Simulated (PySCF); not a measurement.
## From a computed spectrum to the compound

A species of 3 atoms with charge 0 has these harmonic modes (PBE0, small Gaussian bases with core potentials, PySCF 2.14.0):

```tsv
cm⁻¹	km/mol	symmetry
806	47.9	πu
806	47.9	πu
1927	440.8	σu+
2043	0.0	σg+
```

Task: Which species is it, and in which structure?

Result: HgH2 (singlet):
```xyz
3

Hg    0.0000    0.0000    0.0000
H     1.6562    0.0000    0.0000
H    -1.6562    0.0000    0.0000
```
Ideal gas at 298.15 K and 1 bar: S = 214.5 J/(mol K), Cp = 34.6 J/(mol K), H − H(0 K) = 9.1 kJ/mol (rigid rotor, harmonic modes, spin degeneracy alone). 
 This is one of several that fit.
